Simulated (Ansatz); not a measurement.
Consider the ligand exchange at the Si–C bond: `C=C(C)[SiH3]` + `O[SiH2][SiH3]` → `[SiH3]O[SiH2][SiH3]` + `C=CC`.

Program: Ansatz. Geometries: PBE0-D4/def2-TZVP. ΔE: electronic, gas phase. CBS: MP2 limit from def2 TZ/QZ plus the TZ coupled-cluster correction, frozen cores. DFT in def2-TZVPP. Each species was taken in one conformer, which may not be the lowest.

```json
{"level": "BLYP", "ΔE (kcal/mol)": "-25.3"}
{"level": "BHLYP", "ΔE (kcal/mol)": "-28.6"}
{"level": "CCSD/def2-SVP", "ΔE (kcal/mol)": "-25.7"}
{"level": "CCSD/def2-TZVPP", "ΔE (kcal/mol)": "-26.7"}
```

Task: What does CCSD(T)/CBS give? (An estimate is asked.)

Result: Computed: -25.9 kcal/mol. The listed levels differ from it by 0.6, -2.7, 0.2, -0.8 kcal/mol.

Task: What do rigid-rotor, harmonic-oscillator terms from PBE0-D4/def2-TZVP frequencies (298.15 K, 1 bar) make of the CCSD(T)/CBS value? (An estimate is asked.)

Result: Computed: ΔZPE = +0.6 kcal/mol, ΔH = -25.2 kcal/mol, ΔS = 19 J/(mol·K), ΔG = -26.5 kcal/mol. Modes under 50 cm⁻¹ make the entropy rough.

Largest T1 diagnostic among the species: 0.012.

Leaving LDA and LC-ωPBE aside and taking each functional with its dispersion term where it has one, the values, not all of them listed here, spread over 7.2 kcal/mol, from BHLYP-D4 to revPBE-D4. From BLYP to BHLYP (50 % exact exchange), in def2-TZVPP and without D4, ΔE moves by −3.3 kcal/mol.
